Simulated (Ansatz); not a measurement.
Relaxation of CH₇BFN (11 atoms, charge 0, multiplicity 1), to a largest force component of 0.03 eV/Å in at most 50 steps.

All numbers below come from Ansatz 0.2.0, RKS PBE-D4/6-31G*.

```xyz
11
Properties=species:S:1:pos:R:3
B -0.079 0.637 -0.515
H -0.065 0.121 1.830
C 1.315 -0.025 -0.849
H 1.233 -1.091 -1.113
H 1.797 0.497 -1.693
H 2.003 0.062 0.008
N -1.306 -0.010 -0.771
H -1.355 -0.940 -1.174
H -2.209 0.422 -0.591
F -0.123 1.886 -0.017
H 0.033 0.825 1.823
```

**Question.** Where does it end, and by what steps?

**Answer.** It converged. The force dipped under the threshold on the way, but the program's further checks kept it going. After 23 steps the energy has fallen by 0.228 eV; H2 moved furthest, 1.81 Å.

| step | energy less start (eV) | largest force component (eV/Å) | accepted |
| --- | --- | --- | --- |
| 0 | 0.0000 | 1.596 | yes |
| 1 | -0.1378 | 0.407 | yes |
| 2 | -0.1784 | 0.195 | yes |
| 3 | -0.1931 | 0.085 | yes |
| 4 | -0.1958 | 0.062 | yes |
| 5 | -0.1984 | 0.112 | yes |
| 6 | -0.1901 | 0.811 | no |
| 7 | -0.2036 | 0.077 | yes |
| 8 | -0.2022 | 0.509 | no |
| 9 | -0.2061 | 0.060 | yes |
| 10 | -0.2080 | 0.131 | yes |
| 11 | -0.2097 | 0.212 | yes |
| 12 | -0.2131 | 0.223 | yes |
| 13 | -0.2170 | 0.234 | yes |
| 14 | -0.2203 | 0.172 | yes |
| 15 | -0.2229 | 0.130 | yes |
| 16 | -0.2253 | 0.145 | yes |
| 17 | -0.2266 | 0.114 | yes |
| 18 | -0.2275 | 0.065 | yes |
| 19 | -0.2281 | 0.018 | yes |
| 20 | -0.2283 | 0.024 | yes |
| 21 | -0.2283 | 0.035 | yes |
| 22 | -0.2284 | 0.035 | yes |
| 23 | -0.2285 | 0.012 | yes |

```xyz
11
Properties=species:S:1:pos:R:3
B -0.154 0.394 -0.669
H 0.254 1.018 3.372
C 1.282 -0.114 -1.083
H 1.269 -0.898 -1.859
H 1.898 0.723 -1.458
H 1.818 -0.518 -0.204
N -1.352 -0.107 -1.216
H -1.375 -0.833 -1.926
H -2.269 0.231 -0.932
F -0.267 1.370 0.277
H 0.140 1.119 2.637
```

The run took 50 s on 1 thread of Arm Neoverse V2, with other jobs on the host, peak memory 0.15 GiB.
